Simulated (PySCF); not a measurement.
# Relaxation of sextet CoOF2

Computed with UPBE0 in PySCF with Co def2-TZVP, O def2-TZVP, F def2-TZVP; no relativity; density-fitted integrals. A (50,194) grid was used.

A hand-made trigonal pyramidal start, of Cs symmetry, held to at least that symmetry:

```xyz
4
charge 0 multiplicity 6, angstrom
Co    0.0000   -0.3875    0.0000
O     1.5118    0.1365    0.0000
F    -0.6364    0.5436   -1.3382
F    -0.6364    0.5436    1.3382
```

Optimiser trace:
| step | E − E(last) (kJ/mol) | largest gradient (Eh/bohr) |
| --- | --- | --- |
| 0 | 99.71 | 0.06974 |
| 1 | 47.10 | 0.03096 |
| 2 | 20.12 | 0.02353 |
| 3 | 13.51 | 0.01787 |
| 4 | 7.83 | 0.01764 |
| 5 | 2.90 | 0.01084 |
| 6 | 0.53 | 0.00223 |
| 7 | 0.09 | 0.00117 |
| 8 | 0.03 | 0.00104 |
| 9 | 0.01 | 0.00085 |
| 10 | 0.00 | 0.00028 |
| 11 | 0.00 | 0.00010 |

It ends at C2v with Co–F 1.733 Å (×2), Co–O 1.739 Å; F–Co–F 131.5°, F–Co–O 114.2° (×2) (after a last refinement on a finer grid). A frequency run shows a minimum. Other isomers or separated fragments may lie lower.

Final geometry:
Z-matrix (Å, degrees; charge 0 multiplicity 6):
```
Co
O  1 1.7392
F  1 1.7328 2 114.24
F  1 1.7328 2 114.24 3 180.00
```

Other spin states or occupations of the open shell can lie lower.
